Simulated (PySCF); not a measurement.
C2Cl2O2Pt, singlet, geometry from GFN2-xTB (such geometries of metal compounds can be far from the true shape) (core potentials on Pt). Base run: PBE/def2-SVP run with PySCF.

The PySCF input:
```python
from pyscf import gto, scf, dft

mol = gto.Mole()
mol.atom = '''
    Pt    0.00000000    0.00000000   -0.00000000
    Cl    2.12263974   -0.92553606    0.00158690
    Cl   -2.12263974    0.92553606   -0.00158690
    O     1.14019065    2.79347552    0.02902722
    C     0.72643614    1.74604345    0.01820497
    O    -1.14019065   -2.79347552   -0.02902722
    C    -0.72643614   -1.74604345   -0.01820497
'''
mol.basis = 'def2-svp'
mol.ecp = {'Pt': 'def2-svp'}
mol.verbose = 4
mol.build()

mf = dft.RKS(mol)
mf.xc = 'pbe'
mf.kernel()
mo_i, mo_e, stable_i, stable_e = mf.stability(internal=True, external=True, return_status=True, nroots=6, tol=1e-6)
print('internally stable:', stable_i, ' externally stable:', stable_e)
if not stable_e:
    umf = mf.to_uhf() if not hasattr(mf, 'xc') else mf.to_uks()
    umf.scf_summary = {}
    umf.kernel(umf.make_rdm1(mo_e, umf.mo_occ))
mf.analyze()
```

The bond that is stretched is that between atoms 3 and 1. A test that says stable can miss a lower solution.

Each row names what was changed in the base input (with any setting that the change needs).

```
change       ΔE vs base (mEh)  <S^2>  HOMO-LUMO gap (eV)   stability test says        outcome
-----------  ----------------  -----  ------------------  --------------------  -------------
base                    0.000  0.000                2.14                stable      converged
bond × 1.25            31.700  0.000                1.57                stable      converged
bond × 1.5             74.915  0.000                0.43  external instability      converged
bond × 1.8                  -      -                   -                     -  not converged
bond × 2.2                  -      -                   -                     -  not converged
```

Where a bond breaks into two radicals, a solution with restricted orbitals usually stops being the lowest and lies too high; an unrestricted one lies lower at the price of spin contamination, which <S^2> shows.
